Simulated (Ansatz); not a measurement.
Input file for CH₅AlFNO, SMILES `[NH2][AlH][O]CF`:

```yaml
crystal:
  periodic: [false, false, false]
  atoms:
    - {symbol: N, position_ang: [-1.037172, -0.967468, -1.294574]}
    - {symbol: Al, position_ang: [-0.882011, -0.801273, 0.447940]}
    - {symbol: O, position_ang: [0.268262, 0.246047, 1.143097]}
    - {symbol: C, position_ang: [1.214441, 1.093474, 0.681950]}
    - {symbol: F, position_ang: [1.249455, 1.095752, -0.710593]}
    - {symbol: H, position_ang: [-1.695475, -1.567707, -1.762505]}
    - {symbol: H, position_ang: [-0.467974, -0.465676, -1.956848]}
    - {symbol: H, position_ang: [-1.783027, -1.598148, 1.457837]}
    - {symbol: H, position_ang: [2.214127, 0.788183, 1.012565]}
    - {symbol: H, position_ang: [1.002574, 2.125817, 0.984132]}
basis:
  gaussian: {orbitals: def2-SVP}
correlation: {method: ccsd_t}
```

```sh
$ ansatz run in.yaml --threads 4 --pin off --events-out ev --progress --plain --max-ram 10444MiB
```

The program prints (abridged):

```
Functional definition: HF
964 factors; integrals over basis functions are off by at most 1.3e-3 eV
mean field evaluation 1: about -13907.3000 eV, gradient 4.6e1 eV
mean field evaluation 2: about -13907.3927 eV, gradient 4.6e1 eV
mean field evaluation 4: about -13911.7384 eV, gradient 3.1e0 eV
mean field evaluation 8: about -13911.7814 eV, gradient 2.8e-1 eV
mean field -13911.78161196 eV, -511.2485444952 hartree, gradient 1.4e-6 eV, S^2 0.000000; 0 other end points of the search recorded, 0 dependent functions left out
9 core orbitals not correlated: weight in the atoms' cores, before any rotation towards them, 1.000 or more for the frozen orbitals, at most 0.000 for the correlated occupied ones
reference -13911.78161196 eV, -511.2485444952 hartree; 15, 15 occupied and 75, 75 virtual orbitals, 964 factors
second order -20.02310020 eV of doubles, -0.00000000 eV of singles
cycle   1  -20.43704325 eV  change   -4.1e-1 eV  update   1.0e-1
cycle   2  -20.91702067 eV  change   -4.8e-1 eV  update   2.9e-2
cycle   3  -21.04534430 eV  change   -1.3e-1 eV  update   1.6e-2
cycle   4  -21.03720499 eV  change    8.1e-3 eV  update   3.9e-3
cycle   5  -21.03535957 eV  change    1.8e-3 eV  update   1.6e-3
cycle   6  -21.03561246 eV  change   -2.5e-4 eV  update   4.9e-4
cycle   7  -21.03532853 eV  change    2.8e-4 eV  update   1.5e-4
cycle   8  -21.03525929 eV  change    6.9e-5 eV  update   5.1e-5
cycle   9  -21.03527101 eV  change   -1.2e-5 eV  update   1.9e-5
perturbative correction -0.46137298 eV, -0.0169551443 hartree
Total energy: -13933.27825595 eV, -512.0385315909 hartree
```

Hardware: 4 threads of an Intel Xeon 6975P-C on a shared host. Wall time 2.1 s, peak host memory 0.43 GiB.

The correlation energy is -21.497 eV, 2.1 % of it from (T); the T1 diagnostic reads 0.0128.
